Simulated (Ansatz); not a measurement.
The molecule SbCl, multiplicity 3 (the spin of the measured ground state). No spin–orbit coupling.

The constants come from a fifth-degree fit in 1/R (seven points, main isotopes). Runs in def2 and cc sets follow the lowest solution found near the PBE0 minimum.

Correlated levels freeze the inner cores; with def2 sets outer-core shells near the valence are correlated too.

The values were computed with Ansatz (Gaussian basis) for Hartree–Fock, density functionals and correlated methods. Each number belongs to the level named beside it. In def2 rows elements past Kr take small-core potentials, without spin–orbit coupling.

Energies at CCSD/def2-QZVPP:

```csv
R (Å),E (hartree)
2.174604,-699.54656852
2.233061,-699.55196631
2.286841,-699.55448084
2.347637,-699.55509141
2.408432,-699.55384773
2.478581,-699.55066873
2.560421,-699.54525057
```

Task: With a reduced mass of 27.1239 u, find the minimum, the force constant and the constants.

Result: A fifth-degree polynomial in 1/R puts the minimum at r_e = 2.3349 Å with force constant 230 N/m. Then ω_e = (1/2πc)√(k/μ) = 379 cm⁻¹ and B_e = h/(8π²cμr_e²) = 0.1140 cm⁻¹; the cubic and quartic terms give α_e = 0.00047 and ω_e x_e = 1.1 cm⁻¹.

Ansatz is a quantum-chemistry and plane-wave program.
